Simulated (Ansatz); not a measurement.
Relaxation of a periodic cell of 14 atoms, H9ClO4 (contents 4 H2O + 1 HCl, density as packed 0.96 g/cm³ with natural masses), to a largest force component of 0.3 eV/Å in at most 15 steps.

These are results of DFT r2SCAN-D3(BJ), scalar-relativistic, plane waves, PAW (Ansatz), not measurements. Settings: cutoff 500 eV, k mesh 1x1x1, fermi-dirac smearing 0.05 eV, no spin polarisation.

```xyz
14
Lattice="5.7297 0.0000 0.0000 0.0000 5.7297 0.0000 0.0000 0.0000 5.7297" Properties=species:S:1:pos:R:3
O 4.075 2.379 1.586
H 4.376 2.483 0.672
H 4.766 1.840 2.000
O 3.462 5.611 4.478
H 3.362 5.145 5.321
H 3.151 4.972 3.820
O 2.387 0.098 1.537
H 2.323 0.871 0.957
H 2.345 -0.655 0.929
O 0.088 4.129 1.894
H -0.297 4.758 1.265
H 0.288 3.350 1.354
Cl 1.749 3.077 4.323
H 0.998 2.564 3.422
```

**Question.** Where does it end, and by what steps?

**Answer.** The forces met the threshold. The threshold is loose, so the end isn't yet a minimum. The force dipped under the threshold on the way, but the program's further checks kept it going. Limits of this set-up: coarse k mesh. After 15 steps the energy has fallen by 2.313 eV; H2 moved furthest, 1.61 Å.

```tsv
step	energy less start (eV)	largest force component (eV/Å)	accepted
0	0.0000	0.746	yes
1	-0.4649	0.941	yes
2	-0.7937	0.871	yes
3	-1.0892	1.128	yes
4	-1.4285	1.019	yes
5	-1.6917	0.609	yes
6	-1.8894	0.392	yes
7	-2.0134	0.231	yes
8	-2.0940	0.579	yes
9	-2.1172	0.596	yes
10	-2.1954	0.166	yes
11	-2.1954	0.166	yes
12	-2.2207	0.545	yes
13	-2.2490	0.831	yes
14	-2.2693	0.808	yes
15	-2.3127	0.185	yes
```

```xyz
14
Lattice="5.7297 0.0000 0.0000 0.0000 5.7297 0.0000 0.0000 0.0000 5.7297" Properties=species:S:1:pos:R:3
O 3.863 1.811 0.593
H 4.046 1.070 -0.027
H 4.730 2.109 0.900
O 4.146 5.242 4.787
H 3.636 4.493 5.116
H 3.728 5.435 3.923
O 2.996 -0.093 2.315
H 3.179 0.705 1.770
H 2.060 -0.296 2.228
O -0.141 4.335 1.733
H -1.061 4.630 1.854
H 0.006 4.346 0.778
Cl 1.264 3.175 4.307
H 0.620 3.660 3.279
```

The run took 3.5 min on 1 thread of Arm Neoverse V2, with other jobs on the host, peak memory 0.68 GiB.
